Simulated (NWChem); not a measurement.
System: Si$_{2}$H$_{5}$O$_{2}$Cl; SMILES Cl[SiH2]O[SiH2]O

```xyz
10

O      1.2769    -1.5707    -0.6563
Si    -0.1805    -1.8927     0.0607
O     -1.0938    -0.5099     0.2284
Si    -1.0420     1.1139     0.0264
Cl     0.6940     1.8846     0.8955
H      1.9105    -1.0412    -0.1505
H     -0.0221    -2.4610     1.4219
H     -0.8853    -2.8148    -0.8511
H     -0.9902     1.4904    -1.4029
H     -2.1914     1.7218     0.7259
```
Atoms are numbered in this order, from 1.

Program: NWChem. Pople sets run with spherical d functions. The geometry was optimised at B3LYP/6-31G* (spherical d). B3LYP is NWChem's, with the RPA form of VWN correlation. Level: B3LYP/6-31G* with SMD (1 M gas to 1 M solution), gas-phase geometry. Reactions with the solvent are ignored.

**Question.** What does the run give for solvent toluene? Quantities: solvation free energy (kcal/mol); cavity-dispersion-structure term (kcal/mol); dipole in solution (D).

**Answer.** 
```
Property                                     Result
-------------------------------------------  ------
solvation free energy (kcal/mol)               -3.5
cavity-dispersion-structure term (kcal/mol)    -1.9
dipole in solution (D)                         0.64
```
